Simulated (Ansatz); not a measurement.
The cluster AlCu₃⁻ (the lowest doublet isomer of a short search) was relaxed with PBE-D4 (def2-SVPD) in Ansatz in these states: charge -1 doublet, charge -1 quartet. The geometries follow in no particular order.

A:

```xyz
4

Al    0.812   -0.207    1.221
Cu   -0.480   -1.181   -0.654
Cu    0.925    0.655   -1.016
Cu   -1.256    0.733    0.449
```

B:

```xyz
4

Al    0.9194   -1.2164   -0.4673
Cu    0.7599    0.9762    0.7699
Cu   -1.1005   -0.4572    0.8381
Cu   -0.5788    0.6974   -1.1407
```

**Question.** Judge from the bond lengths which geometry belongs to which state (an estimate).

**Answer.** A is the charge -1 doublet (Cu3–Cu4 2.628 Å, Al1–Cu4 2.400 Å, Al1–Cu3 2.401 Å); B is the charge -1 quartet (Cu3–Cu4 2.350 Å, Al1–Cu4 2.522 Å, Al1–Cu3 2.522 Å).

At PBE-D4/def2-SVPD the highest occupied level of the charge -1 doublet lies above zero (up to 0.21 eV). By energy differences its removal costs 1.79 eV (vertical, to the charge 0 triplet, at PBE0-D4/def2-TZVPD). At PBE-D4/def2-SVPD the highest occupied level of the charge -1 quartet lies above zero (up to 1.11 eV). It is a level of α spin, whose loss leaves a triplet; that state wasn't run at this geometry and level. The electron is either unbound and held by the finite basis, or the level is raised by self-interaction error. At PBE0-D4/def2-TZVPD a doublet lies 1.03 eV below the charge -1 quartet. These are the stationary points nearest to one start from a short search; other shapes may lie lower in each state.
